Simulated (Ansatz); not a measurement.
Isolated molecules relaxed with PBE0-D4/def2-TZVP in Ansatz; ΔE leaves out vibrations. CCSD(T)/CBS is the MP2 limit (def2-TZVPP, def2-QZVPP) plus CCSD(T) − MP2 in def2-TZVPP, frozen cores. This one scheme is used for every species. Double bonds are as drawn, so ΔE can hold a change between cis and trans. Functionals use def2-TZVPP. One conformer a species, not always the lowest.

Consider the hydrogenolysis of a C–S bond: `F/C(S)=C\[SiH3]` + H₂ → `F/C=C/[SiH3]` + H₂S.

Is it downhill or uphill in electronic energy at CCSD(T)/CBS, and by how much? (Estimate.)

The calculation gave: Downhill: ΔE = -64.4 kJ/mol.

What do these levels give: PBE-QIDH, BLYP, SCS-MP2/def2-TZVPP, CCSD(T)/def2-TZVPP, MP2/def2-QZVPP, MP2/CBS(def2)? (Estimate.)

The calculation gave: PBE-QIDH -64.1, BLYP -65.3, SCS-MP2/def2-TZVPP -64.6, CCSD(T)/def2-TZVPP -66.7, MP2/def2-QZVPP -56.8, MP2/CBS(def2) -55.6 kJ/mol.

Largest T1 diagnostic among the species: 0.013.

In def2-TZVPP, CCSD(T) changes the Hartree–Fock value by +27.5 kJ/mol (the triples alone add +7.4 kJ/mol) and MP2 by +36.3 kJ/mol. Leaving LDA and LC-ωPBE aside and taking each functional with its dispersion term where it has one, the values, not all of them listed here, spread over 25.0 kJ/mol, from BHLYP-D4 to revPBE-D4. LDA lies +8.3 kJ/mol from PBE without D4. At CCSD(T), def2-SVP lies −3.6 kJ/mol from the extrapolated value and def2-TZVPP −2.3 kJ/mol.
